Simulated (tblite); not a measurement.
Species: C3H12N2Si.
Geometry (GFN2-xTB, Å), atoms numbered from 1 in this order:
```xyz
18
C3H12N2Si angstrom
C      1.481    1.247    0.766
C      1.479    0.014   -0.137
N      0.189   -0.622   -0.279
Si    -0.430   -1.749    0.867
N     -0.628    0.027   -1.237
C     -1.729    0.792   -0.681
H      0.902    2.050    0.320
H      2.501    1.598    0.909
H      1.056    1.000    1.736
H      1.823    0.293   -1.138
H      2.164   -0.732    0.273
H     -1.428   -2.526    0.126
H      0.719   -2.547    1.282
H     -1.081   -1.174    2.057
H     -1.002   -0.684   -1.863
H     -2.247    1.281   -1.505
H     -1.328    1.554   -0.015
H     -2.448    0.183   -0.117
```

Calculated harmonic vibrations of the isolated species, GFN2-xTB (tblite), most abundant isotopes, no scaling. The method is semi-empirical: single wavenumbers can be off by several per cent or more. Modes of hydrogen on silicon can be 10 to 20 % off. One conformer, not necessarily the lowest.

Harmonic wavenumbers (cm⁻¹): 52.2, 102.4, 135.3, 148.2, 197.9, 225.2, 254.6, 364.2, 408.8, 456.4, 566.2, 607.6, 668.1, 749.1, 803.0, 821.1, 828.6, 845.7, 978.9, 997.5, 1074.4, 1093.4, 1116.8, 1140.0, 1199.3, 1209.1, 1296.9, 1336.3, 1391.5, 1396.7, 1409.4, 1456.9, 1475.8, 1489.6, 1497.7, 1505.6, 2155.9, 2231.3, 2285.0, 2886.5, 2944.5, 2958.7, 3011.2, 3026.0, 3032.1, 3033.1, 3044.4, 3293.8.

A = 2828, B = 2525, C = 1664 MHz; mass 104.077 u (most abundant isotopes); point group C1, symmetry number 1.

**Question.** What is the zero-point energy?

**Answer.** ½Σν̃ = 32601 cm⁻¹ = 390.00 kJ/mol.

**Question.** Entropy at 298.15 K, 1 bar (ideal gas, RRHO, classical rotation)?

**Answer.** Translation 166.79, rotation 115.87, vibration 105.76: S = 388.4 J/(mol K).

**Question.** And Cp and H(298.15 K) − H(0)?

**Answer.** Cp = 146.16 J/(mol K), of which vibrations give 112.90 (their classical limit is 48 R = 399.1); H(298.15 K) − H(0) = 26.90 kJ/mol without the zero-point energy, 16.98 from vibrations.

**Question.** What must be added to the electronic energy to get the Gibbs energy at 298.15 K and 1 bar?

**Answer.** ZPE + [H(298.15 K) − H(0)] − T·S = 390.00 + 26.90 − 115.81 = 301.09 kJ/mol.

**Question.** How do the functions run with temperature in this model?

**Answer.** 
```tsv
T (K)	S (J/(mol K))	Cp (J/(mol K))	H − H(0) (kJ/mol)	G − H(0) (kJ/mol)	ln q(vib)
50	232.6	51.0	1.98	-9.64	0.35
100	275.4	74.1	5.14	-22.40	1.31
373.15	424.3	174.0	38.91	-119.40	7.59
500	481.2	216.2	63.75	-176.87	10.48
750	581.4	277.9	126.03	-310.03	16.03
1000	667.4	319.4	201.02	-466.40	21.26
```

q(vib) and H(0) count from the zero-point level.

Hindered rotation and anharmonicity are outside this model. Other conformers, if any are populated, would add a mixing term that is left out. The structure is chiral; the term R ln 2 for an equal mix with its mirror image is left out.
